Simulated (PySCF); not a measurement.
Level of theory: PySCF 2.14.0 with PBE-D3(BJ)/def2-TZVP // CAM-B3LYP-D3(BJ)/def2-TZVP. Isolated molecules, 0 K electronic values unless said otherwise. One relaxed conformer stands for a flexible species; it need not be the lowest. Delta-SCF ions had no search for a lower state. Excitations are Tamm–Dancoff values on a coarser integration grid. The basis has no diffuse functions, so Rydberg states are missing or too high.

Reference species (SMILES): `BC(=C)CC#N` (neutral, multiplicity 1).

- HOMO–LUMO gap = 4.22 eV
- S1 oscillator strength = 0.007
- vertical ionisation energy (Delta-SCF) = 10.57 eV
- S1–T1 gap (TDA) = 1.03 eV

After one change: the HOMO–LUMO gap falls by 0.53 eV; the S1 oscillator strength is nearly the same; the vertical ionisation energy (Delta-SCF) decreases by 0.16 eV; the S1–T1 gap (TDA) rises by 0.14 eV.

Q: Which change was made? The new species is one of these.
A. `BCC(=C)C#N`
B. `B/C(C)=C\C#N`
C. `B/C(C#N)=C\C`
D. `B/C=C(/C)C#N`

A: D, `B/C=C(/C)C#N`
